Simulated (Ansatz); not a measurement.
Input file for Ansatz (a quantum-chemistry and plane-wave program): R-r2SCAN/def2-TZVPP on C3H9B (SMILES BCCC).

Ansatz 0.2 input:
```yaml
crystal:
  periodic: [false, false, false]
  atoms:
    - {symbol: B, position_ang: [-2.15057883, 0.00569439, 0.16333758]}
    - {symbol: C, position_ang: [-0.65779631, -0.36841888, 0.36026834]}
    - {symbol: C, position_ang: [0.39544131, 0.37411177, -0.46611452]}
    - {symbol: C, position_ang: [1.82892906, -0.00387063, -0.10435985]}
    - {symbol: H, position_ang: [-2.47826976, 0.98063091, -0.44602020]}
    - {symbol: H, position_ang: [-3.00450205, -0.66380078, 0.66267493]}
    - {symbol: H, position_ang: [-0.48647671, -0.18004945, 1.43741032]}
    - {symbol: H, position_ang: [-0.52247324, -1.45556094, 0.28251134]}
    - {symbol: H, position_ang: [0.22394882, 0.17390441, -1.52814578]}
    - {symbol: H, position_ang: [0.25560135, 1.45170283, -0.34007995]}
    - {symbol: H, position_ang: [2.04022003, 0.22118324, 0.94427356]}
    - {symbol: H, position_ang: [2.55443536, 0.53759147, -0.71467703]}
    - {symbol: H, position_ang: [2.00152095, -1.07311835, -0.25107877]}
basis:
  gaussian:
    orbitals: def2-TZVPP
hamiltonian:
  xc: {name: r2SCAN}
scf: {lower_state_search: off}
```

Program output:

```
WARN ansatz: RAYON_NUM_THREADS=1 ignored (pool sized by the plan → 1); use --threads N
Functional definition: r2SCAN
these checks for a lower state are left out or cut short: stability, starts, cluster_reference, orbital_swaps, neighbouring_geometries, increment
integrals: 0.15 GiB planned
1240 factors; their error is unknown
mean field: 1.25 GiB planned
mean field evaluation 1: about -3919.9177 eV, gradient 7.2e1 eV
mean field evaluation 2: about -3908.2942 eV, gradient 9.6e1 eV
mean field evaluation 4: about -3932.4041 eV, gradient 4.6e0 eV
mean field evaluation 8: about -3932.4604 eV, gradient 8.0e-2 eV
mean field evaluation 16: about -3932.4224 eV, gradient 1.9e-4 eV
mean field -3932.42239137 eV, -144.5138573913 hartree, gradient 8.7e-6 eV, S^2 0.000000; 0 other end points of the search recorded, 0 dependent functions left out
reference -3932.42240558 eV, -144.5138579136 hartree; 16, 16 occupied and 234, 234 virtual orbitals, 1240 factors
Total energy: -3932.42240558 eV, -144.5138579136 hartree
Checks for a lower state left out: stability, starts, cluster_reference, orbital_swaps, neighbouring_geometries, increment
```

The run converged.

Cost: about 5 core-seconds (a rough figure).
